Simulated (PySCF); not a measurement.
H₄PSi, SMILES [SiH2]P, multiplicity 2. Atoms are numbered in the order given.

```xyz
6

Si    -1.1296     0.1117     0.0000
P      1.1000    -0.1364     0.0000
H     -1.6845    -0.5568     1.2128
H     -1.6845    -0.5568    -1.2128
H      1.3420     0.7976     1.0412
H      1.3420     0.7976    -1.0412
```
Charge 0, spin multiplicity 2.

Coordinates come from a PBE0-D3(BJ)/def2-TZVP optimisation. The isomer is the one that the SMILES or the coordinates give; other isomers of the formula were not compared.

Two levels are set side by side: PBE/pcH-1 (PySCF) and B3LYP/pcH-1 (PySCF). Contact hyperfine couplings, same geometry. Differences are taken from unrounded values.

```tsv
quantity	PBE
A(iso) of 29Si, atom Si1 (MHz)	-423.8
A(iso) of 31P, atom P2 (MHz)	45.9
A(iso) of 1H, atom H3 (MHz)	32.8
A(iso) of 1H, atom H4 (MHz)	32.8
A(iso) of 1H, atom H5 (MHz)	24.4
A(iso) of 1H, atom H6 (MHz)	24.4
```

These are the PBE values. What does B3LYP give? (The exact figures need the calculation; the answer reports its results.)


```json
[
 {"quantity": "A(iso) of 29Si, atom Si1 (MHz)", "B3LYP": "-478.5", "PBE minus B3LYP": "54.6"},
 {"quantity": "A(iso) of 31P, atom P2 (MHz)", "B3LYP": "36.7", "PBE minus B3LYP": "9.2"},
 {"quantity": "A(iso) of 1H, atom H3 (MHz)", "B3LYP": "46.1", "PBE minus B3LYP": "-13.3"},
 {"quantity": "A(iso) of 1H, atom H4 (MHz)", "B3LYP": "46.1", "PBE minus B3LYP": "-13.3"},
 {"quantity": "A(iso) of 1H, atom H5 (MHz)", "B3LYP": "25.1", "PBE minus B3LYP": "-0.7"},
 {"quantity": "A(iso) of 1H, atom H6 (MHz)", "B3LYP": "25.1", "PBE minus B3LYP": "-0.7"}
]
```

Rough cost on one machine, each run with all the roots and properties that it gave: B3LYP against PBE within a factor of 2.
